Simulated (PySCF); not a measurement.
# Low-lying terms of Bi⁵⁺ (bismuth, charge +5)

Ground state [Xe] 4f14 5d10, ¹S. Computed with PySCF 2.14 in x2c-TZVPall with one added diffuse shell each of s, p, d, f type (12s8p7d4f, 99 functions), with scalar relativity by spin-free X2C-1e. Vertical excitation energies in eV without spin-orbit coupling; excited terms of each kind are numbered among those the solver found. Frozen: [Xe] 4f14.

```json
{"term": "1 3D", "leading excitation": "5d → s", "EOM-EE-CCSD": "20.126"}
{"term": "1 1D", "leading excitation": "5d → s", "EOM-EE-CCSD": "21.073"}
{"term": "1 3P°", "leading excitation": "5d → p", "EOM-EE-CCSD": "34.161"}
{"term": "1 3F°", "leading excitation": "5d → p", "EOM-EE-CCSD": "34.740"}
{"term": "1 1F°", "leading excitation": "5d → p", "EOM-EE-CCSD": "35.196"}
{"term": "1 1D°", "leading excitation": "5d → p", "EOM-EE-CCSD": "35.766"}
{"term": "1 3D°", "leading excitation": "5d → p", "EOM-EE-CCSD": "35.826"}
{"term": "1 1P°", "leading excitation": "5d → p", "EOM-EE-CCSD": "35.907"}
```

The spin-orbit splitting of the hole, absent here, rivals or exceeds the spacing of these terms, so the LS terms are model states.

The solver can miss terms.
